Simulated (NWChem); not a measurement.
System meant: C$_{2}$H$_{6}$OZr; SMILES [CH3][Zr]([CH3])=[O]

NWChem input:

```
start job
memory heap 200 mb stack 900 mb global 1100 mb
geometry units angstroms noautoz
  Zr     0.133135    -0.003169    -0.406784
  O      1.628156     0.020763     0.517111
  C     -0.965532    -1.762766     0.442326
  H     -1.949308    -1.949532    -0.044942
  H     -1.155340    -1.556556     1.519305
  H     -0.363420    -2.697042     0.402731
  C     -0.994329     1.758659     0.398807
  H     -1.981505     1.917321    -0.091482
  H     -0.407831     2.701563     0.336059
  H     -1.179646     1.575273     1.480718
end
basis spherical
  Zr library def2-svp
  O library def2-svp
  C library def2-svp
  H library def2-svp
end
dft
  xc b3lyp
  iterations 150
  mulliken
end
task dft energy
```

End of the output:

```
             Northwest Computational Chemistry Package (NWChem) 7.3.0
             --------------------------------------------------------

 CS  symmetry detected

                             Geometry "geometry" -> ""
                             -------------------------

 Output coordinates in angstroms (scale by  1.889725989 to convert to a.u.)

  No.       Tag          Charge          X              Y              Z
 ---- ---------------- ---------- -------------- -------------- --------------
    1 Zr                  40.0000     0.16732941    -0.34187577     0.00000000
    2 O                    8.0000     1.58499518     0.69709755     0.00000000
    3 C                    6.0000    -1.00745917     0.39521077    -1.76090571
    4 H                    1.0000    -1.95141059    -0.16978521    -1.93363323
    5 H                    1.0000    -1.27944900     1.45659326    -1.56608050
    6 H                    1.0000    -0.41095419     0.39105250    -2.69959946
    7 C                    6.0000    -1.00745917     0.39521077     1.76090571
    8 H                    1.0000    -1.95141059    -0.16978521     1.93363323
    9 H                    1.0000    -0.41095419     0.39105250     2.69959946
   10 H                    1.0000    -1.27944900     1.45659326     1.56608050

 Effective nuclear repulsion energy (a.u.)     307.9124995703

      Symmetry information
      --------------------

 Group name             Cs
 Group number              2
 Group order               2
 No. of unique centers     6

                                 NWChem DFT Module
                                 -----------------

 Summary of "ao basis" -> "ao basis" (spherical)
 ------------------------------------------------------------------------------
       Tag                 Description            Shells   Functions and Types
 ---------------- ------------------------------  ------  ---------------------
 Zr                         def2-svp                11       31   5s3p2d1f
 O                          def2-svp                 6       14   3s2p1d
 C                          def2-svp                 6       14   3s2p1d
 H                          def2-svp                 3        5   2s1p

      Symmetry analysis of basis
      --------------------------

        a'         60
        a"         43

            General Information
            -------------------
          SCF calculation type: DFT
          Wavefunction type:  closed shell.
          No. of atoms     :    10
          No. of electrons :    66
           Alpha electrons :    33
            Beta electrons :    33
          Charge           :     0
          Spin multiplicity:     1
          Use of symmetry is: on ; symmetry adaption is: on
          Maximum number of iterations: 150
          AO basis - number of functions:   103
                     number of shells:    47
          Convergence on energy requested:  1.00D-06
          Convergence on density requested:  1.00D-05
          Convergence on gradient requested:  5.00D-04

              XC Information
              --------------
                         B3LYP Method XC Potential
                     Hartree-Fock (Exact) Exchange  0.200
                        Slater Exchange Functional  0.800 local
                    Becke 1988 Exchange Functional  0.720 non-local
              Lee-Yang-Parr Correlation Functional  0.810
                  VWN I RPA Correlation Functional  0.190 local

             Grid Information
             ----------------
          Grid used for XC integration:  medium
          Radial quadrature: Mura-Knowles
          Angular quadrature: Lebedev.
          Tag              B.-S. Rad. Rad. Pts. Rad. Cut. Ang. Pts.
          ---              ---------- --------- --------- ---------
          Zr                  1.55      123          10.0       590
          O                   0.60       49          11.0       434
          C                   0.70       49          11.0       434
          H                   0.35       45          13.0       434
          Grid pruning is: on
          Number of quadrature shells:   356
          Spatial weights used:  Erf1

      Superposition of Atomic Density Guess
      -------------------------------------

 Sum of atomic energies:        -819.63620827

      Non-variational initial energy
      ------------------------------

 Total energy =    -824.914184
 1-e energy   =   -1720.195252
 2-e energy   =     587.368568
 HOMO         =      -1.175846
 LUMO         =      -1.156571

      Symmetry analysis of molecular orbitals - initial
      -------------------------------------------------

  Numbering of irreducible representations:

     1 a'          2 a"

  Orbital symmetries:

     1 a'          2 a'          3 a'          4 a"          5 a'
     6 a'          7 a'          8 a"          9 a'         10 a"
    11 a'         12 a'         13 a"         14 a'         15 a'
    16 a'         17 a"         18 a"         19 a'         20 a'
    21 a"         22 a"         23 a'         24 a'         25 a'
    26 a'         27 a"         28 a'         29 a"         30 a'
    31 a'         32 a'         33 a"         34 a"         35 a'
    36 a"         37 a'         38 a'         39 a"         40 a'
    41 a'         42 a"         43 a'

     ---------------------------------------------
      Total Density - Mulliken Population Analysis
     ---------------------------------------------

    Atom       Charge   Shell Charges
 -----------   ------   -------------------------------------------------------
    1 Zr  40    47.00   2.00  2.02  2.06  1.89 -0.38  6.08  8.29 -0.01 10.61  0.04 14.42
    2 O    8     9.23   1.99  1.16  0.56  4.05  1.43  0.04
    3 C    6     4.29   1.99  1.01  0.43  1.00 -0.14 -0.00
    4 H    1     0.21   0.15  0.06 -0.00
    5 H    1     0.15   0.17 -0.03  0.00
    6 H    1     0.24   0.24 -0.01  0.01
    7 C    6     4.29   1.99  1.01  0.43  1.00 -0.14 -0.00
    8 H    1     0.21   0.15  0.06 -0.00
    9 H    1     0.24   0.24 -0.01  0.01
   10 H    1     0.15   0.17 -0.03  0.00

[...]
```

Question: Find the fault in this run and fix the input.

Answer: The run ends normally but its numbers are meaningless: the def2 basis of a heavy element holds valence functions alone and wants its effective core potential (without it all electrons must fit into that basis). This input runs:
```
start job
memory heap 200 mb stack 900 mb global 1100 mb
geometry units angstroms noautoz
  Zr     0.133135    -0.003169    -0.406784
  O      1.628156     0.020763     0.517111
  C     -0.965532    -1.762766     0.442326
  H     -1.949308    -1.949532    -0.044942
  H     -1.155340    -1.556556     1.519305
  H     -0.363420    -2.697042     0.402731
  C     -0.994329     1.758659     0.398807
  H     -1.981505     1.917321    -0.091482
  H     -0.407831     2.701563     0.336059
  H     -1.179646     1.575273     1.480718
end
basis spherical
  Zr library def2-svp
  O library def2-svp
  C library def2-svp
  H library def2-svp
end
ecp
  Zr library def2-ecp
end
dft
  xc b3lyp
  iterations 150
  mulliken
end
task dft energy
```
It converges to -202.01688 Ha (B3LYP/def2-SVP with def2 effective core potentials on Zr). The faulty run gave -852.667 Ha, with all electrons squeezed into the valence basis.
